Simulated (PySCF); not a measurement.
## Gas-phase XPS of `F[As](F)(F)(F)F`, computed

Compound: AsF5.
Geometry (PBE0-D3(BJ)/def2-SVP, Å), atoms numbered from 1 in this order:
```
atom  x, y, z in Å
As1    0.0109   -0.0163   -0.0116
F2     0.0131   -0.0169    1.6999
F3     0.0143   -0.0164   -1.7230
F4     1.7031   -0.0115   -0.0104
F5    -0.8416    1.4455   -0.0123
F6    -0.8368   -1.4806   -0.0119
```

The calculation used delta-SCF UKS SCAN, pcX-2 on the ionised atom, pcseg-1 elsewhere, spin-free X2C (PySCF 2.14.0). Binding energies are ΔSCF values: E(core-ionised, relaxed orbitals) − E(ground state) at a fixed geometry, referred to the vacuum level.

Q: What binding energy does each computed site have?

A: 
```tsv
atom(s)	bonded to	level	binding energy (eV)	count
F2/F3	As	F 1s	693.63	2
```

Q: Give the binding energy of F 1s of F2 (atom 2)/F3 in hartree and in kJ/mol.

A: 693.63 eV = 25.4904 Eh = 66925 kJ/mol.

The first atom of each set that the bonding makes equivalent was ionised and stands for the set. The list is incomplete; no value stands for F 1s of F4, F5, F6. No level of arsenic is listed. Isolated species at its PBE0-D3(BJ)/def2-SVP geometry, gas phase.
